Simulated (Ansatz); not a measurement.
Ansatz (a first-principles code) input (CCSD(T)/def2-SVPD):

Ansatz 0.2 input:
```yaml
crystal:
  periodic: [false, false, false]
  atoms:
    - {symbol: Se, position_ang: [-2.02325987, -0.96109939, -0.25137356]}
    - {symbol: Se, position_ang: [0.08128135, -1.00791912, 0.42278854]}
    - {symbol: I, position_ang: [1.24579755, 1.26314396, -0.10996433]}
basis:
  gaussian:
    orbitals: def2-SVPD
magnetization: {spin_polarized: true, initial_magnetization: 1}
correlation: {method: ccsd_t, electrons: outside_noble_gas}
output: {forces: true}
```

End of the output:

```
cycle   9  -9.85160741 eV  change   -1.4e-5 eV  update   2.2e-5
cycle  10  -9.85161004 eV  change   -2.6e-6 eV  update   1.0e-5
cycle  11  -9.85161479 eV  change   -4.8e-6 eV  update   4.7e-6
cycle  12  -9.85161498 eV  change   -1.9e-7 eV  update   2.6e-6
cycle  13  -9.85161566 eV  change   -6.8e-7 eV  update   1.2e-6
cycle  14  -9.85161546 eV  change    2.0e-7 eV  update   6.3e-7
cycle  15  -9.85161550 eV  change   -4.3e-8 eV  update   3.3e-7
coupled cluster: 0.64 GiB planned
perturbative correction -0.44724210 eV, -0.0164358441 hartree
the calculation of the forces begins
Total energy: -138673.25471220 eV, -5096.1481145654 hartree
Atom 0 at    -2.023260    -0.961099    -0.251374 Å, force    -0.412272     0.030224    -0.140368 eV/Å
Atom 1 at     0.081281    -1.007919     0.422789 Å, force     0.273004    -0.339874     0.219085 eV/Å
Atom 2 at     1.245798     1.263144    -0.109964 Å, force     0.139268     0.309651    -0.078717 eV/Å
Dipole moment:    -0.013832    -0.106704     0.037768 e Å
```

It need not be the lowest isomer of its formula.
